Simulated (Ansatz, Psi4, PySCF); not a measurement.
C₃H₁₂Si₃, charge -1, doublet, at a GFN2-xTB geometry (a state made from the parent by changing its charge; the spin is typed, not shown lowest) (in this run its highest filled SCF level lies above zero, so its values depend strongly on the basis, on diffuse functions most of all). Base run: CCSD(T)/STO-3G (PySCF).

PySCF was given this input:
```python
from pyscf import gto, scf, cc

mol = gto.M(
    atom='''
C    -0.69743713    1.26976589   -0.97373762
Si    1.12787997    1.47841563   -0.40851613
C     1.82518887   -0.28718415   -0.26649115
Si    0.74443632   -1.48928787    0.72423978
C    -1.09043530   -1.49492203    0.24691222
Si   -1.88597124    0.22998919    0.12218374
H    -0.68788460    0.82141839   -1.97418819
H    -1.13373573    2.26502458   -1.11022122
H     2.01309083    2.22895841   -1.33983613
H     1.09557657    2.30444820    0.81739520
H     2.00332176   -0.67077254   -1.27457613
H     2.80554758   -0.26000967    0.21422860
H     1.35714351   -2.79292895    1.13710652
H     0.70945790   -0.81796611    2.10482441
H    -1.61842874   -2.09255168    0.99323311
H    -1.23951181   -2.01405024   -0.70355545
H    -2.07459816    0.99126794    1.37562160
H    -3.26270843    0.04356611   -0.41083672
''',
    basis='sto-3g',
    charge=-1,
    spin=1,
    verbose=4,
)

mf = scf.UHF(mol)
mf.kernel()

mycc = cc.CCSD(mf)
mycc.kernel()
et = mycc.ccsd_t()
print('E(CCSD(T)) = %.10f' % (mycc.e_tot + et))
```

The same geometry, method and basis name were run in Ansatz (a program for electronic structure) and Psi4 and PySCF, at each program's defaults and at the settings that a row names. The base is PySCF at its defaults. Differences at the defaults can come from grids, fitting, cores and function types together.

| code and settings | ΔE vs base (mEh) | basis functions | E (Eh) | SCF cycles |
|---|---|---|---|---|
| PySCF, defaults (exact integrals, spherical functions, all electrons correlated) | 0.000 | 54 | -976.10384 | 13 |
| Psi4, defaults (exact integrals, spherical functions, all electrons correlated) | 0.000 | 54 | -976.10384 | 15 |
| Ansatz, defaults (factorised integrals, spherical functions, frozen core) | 11.272 | 54 | -976.09257 | - |
| PySCF, frozen core | 11.245 | 54 | -976.09260 | 13 |
| Psi4, exact integrals, spherical functions, frozen core | 11.245 | 54 | -976.09260 | 15 |
| Ansatz, high accuracy, frozen core | 11.245 | 54 | -976.09260 | - |

Open shells are given as the SCF converged; they aren't shown to be the lowest states, and a large step between rows can be another state.
